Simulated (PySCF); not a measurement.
# Ti²⁺: excitation energy

Ti²⁺ [Ar] 3d2 (3F) → Ti²⁺ [Ar] 3d1 4s1 (3D), as a difference of total energies. Computed with PySCF 2.14 in def2-QZVPPD, with the non-relativistic Hamiltonian (point nucleus). Correlated levels: valence and next inner shell: [Ne] frozen. The calculations carry no spin-orbit coupling.

```tsv
method	excitation energy (eV)
UHF	4.848
MP2 (valence and next inner shell)	4.789
SCS-MP2 (valence and next inner shell)	4.831
CCSD (valence and next inner shell)	4.783
CCSD(T) (valence and next inner shell)	4.762
```

Question: How much does correlation contribute at CCSD(T) (valence and next inner shell)?

Answer: 4.762 − (4.848) = -0.086 eV, measured against UHF.
